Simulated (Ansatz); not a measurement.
`[SiH3][SiH](Cl)Br`, relaxed with RKS PBE-D4/def2-SVP in Ansatz from a rough embedded geometry. The force threshold is 0.03 eV/Å; the program also tests the step.

Total charge 0; spin multiplicity 1.

Start:

```xyz
8

Si    1.000   -0.339   -0.493
Si   -0.880    0.305    0.557
Cl   -1.021    2.327    0.554
Br   -2.670   -0.483   -0.352
H     1.116   -1.887   -0.501
H     1.053    0.042   -1.944
H     2.256    0.159    0.156
H    -0.855   -0.123    2.022
```

Question: By how much does the energy fall, and how many steps does the optimiser take? (Estimate.)

Answer: The calculation gave: 0.22 eV, in 5 steps.

Question: Which bonds change most? (Estimate.)

Answer: The calculation gave: Si1–Si2 from 2.248 to 2.346 Å; Si2–Br4 from 2.157 to 2.245 Å; Si2–Cl3 from 2.027 to 2.085 Å; Si1–H5 from 1.552 to 1.504 Å.

Question: Give the relaxed structure. (Estimate.)

Answer: The calculation gave: 
```xyz
8

Si    1.054   -0.400   -0.520
Si   -0.868    0.305    0.624
Cl   -0.935    2.388    0.550
Br   -2.656   -0.565   -0.417
H     1.133   -1.902   -0.504
H     0.950    0.094   -1.935
H     2.279    0.178    0.135
H    -0.956   -0.099    2.067
```
